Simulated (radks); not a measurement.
Results of a calculation; reference values are marked as such.
Task: Nd4+, configuration [Xe] 4f2. Level of theory: Dirac Kohn-Sham, PBEsol, spin-unpolarised, spherical densities, finite nucleus; open shells fill j = l - 1/2 first; Fermi nuclear charge, rms radius 4.9123 fm (a radial shooting solver on a logarithmic mesh with Libxc functionals). Some entries of the table are withheld. Estimate them.

orbital  occ.  eigenvalue (eV)  r(max) (bohr)  <1/r> (bohr^-1)
1s1/2       2        -43388.47        0.01510            66.02
2s1/2       2        -7058.670        0.08569            15.63
2p1/2       2        -6681.595        0.06510            15.61
2p3/2       4        -6162.001        0.07054            14.03
3s1/2       2        -1573.509         0.2441            5.660
3p1/2       2        -1412.359         0.2310            5.575
3p3/2       4        -1308.690         0.2427            5.179
3d3/2       4        -1027.608         0.1942            5.049
3d5/2       6        -1005.204         0.1975            4.949
4s1/2       2        -354.0805            (1)            2.364
4p1/2       2              (2)         0.5718            2.261
4p3/2       4              (3)         0.5966            2.130
4d3/2       4        -169.7144         0.6110            1.918
4d5/2       6        -165.6221         0.6191            1.885
5s1/2       2         -82.9749            (4)           0.9559
5p1/2       2         -65.1917          1.385           0.8633
5p3/2       4         -61.4019          1.447           0.8199
4f5/2       2         -50.0215         0.6343            1.416
4f7/2       0         -49.5058         0.6385            1.405
5d3/2       0         -36.4142          1.781           0.6331
5d5/2       0         -35.9411          1.803           0.6248
6s1/2       0         -30.1145          2.851           0.4343

Result: 
(1) 4s1/2 r(max) (bohr): 0.5647
(2) 4p1/2 eigenvalue (eV): -293.0896
(3) 4p3/2 eigenvalue (eV): -270.2428
(4) 5s1/2 r(max) (bohr): 1.283
